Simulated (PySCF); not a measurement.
AlFH₂S. Atoms are numbered in the order given.

```xyz
5

Al    -0.5104     0.5898     0.0000
F      0.6086     1.8040     0.0000
H     -2.0371     0.9375     0.0000
S      0.2606    -1.4303     0.0000
H     -0.9740    -1.9556     0.0000
```
Charge 0, spin multiplicity 1.

Geometry optimised at ωB97X-D3(BJ)/def2-TZVP. Other conformers were not sampled.

Level of theory: PySCF with TDDFT-ωB97X/def2-SVPD.

Vertical excitations.  State labels are in the subgroup Cs.

```
state  symmetry  energy (eV)  λ (nm)      f                                                              main pairs
-----  --------  -----------  ------  -----  ----------------------------------------------------------------------
S1           A'         6.63     187  0.057                                                          HOMO→LUMO 90 %
S2           A"         6.72     185  0.038  HOMO→LUMO+1 49 %, HOMO→LUMO+4 16 %, HOMO−1→LUMO 15 %, HOMO→LUMO+2 13 %
S3           A"         6.86     181  0.001  HOMO→LUMO+2 37 %, HOMO−1→LUMO 28 %, HOMO→LUMO+4 14 %, HOMO→LUMO+3 10 %
S4           A"         6.88     180  0.081                                      HOMO−1→LUMO 53 %, HOMO→LUMO+1 30 %
S5           A"         7.86     158  0.004   HOMO→LUMO+3 35 %, HOMO→LUMO+2 28 %, HOMO→LUMO+4 15 %, HOMO→LUMO+6 5 %
S6           A'         7.98     155  0.171                                  HOMO−1→LUMO+1 74 %, HOMO−1→LUMO+4 14 %
S7           A'         8.26     150  0.071                                                      HOMO−1→LUMO+2 82 %
S8           A'         8.71     142  0.469                                  HOMO−1→LUMO+3 58 %, HOMO−1→LUMO+4 16 %
S9           A"         8.93     139  0.024                     HOMO−2→LUMO 48 %, HOMO→LUMO+5 33 %, HOMO→LUMO+3 8 %
S10          A"         9.05     137  0.053                                      HOMO→LUMO+5 47 %, HOMO−2→LUMO 31 %
T1           A'         5.95     208      0                                                          HOMO→LUMO 93 %
T2           A"         6.33     196      0  HOMO→LUMO+2 36 %, HOMO→LUMO+4 32 %, HOMO→LUMO+1 12 %, HOMO−1→LUMO 11 %
T3           A"         6.42     193      0                                      HOMO−1→LUMO 61 %, HOMO→LUMO+1 26 %
T4           A"         6.63     187      0  HOMO→LUMO+1 40 %, HOMO−1→LUMO 21 %, HOMO→LUMO+3 16 %, HOMO→LUMO+2 14 %
```
Triplets are in the Tamm–Dancoff approximation, which puts them higher than full response would, so one can lie above its singlet here.
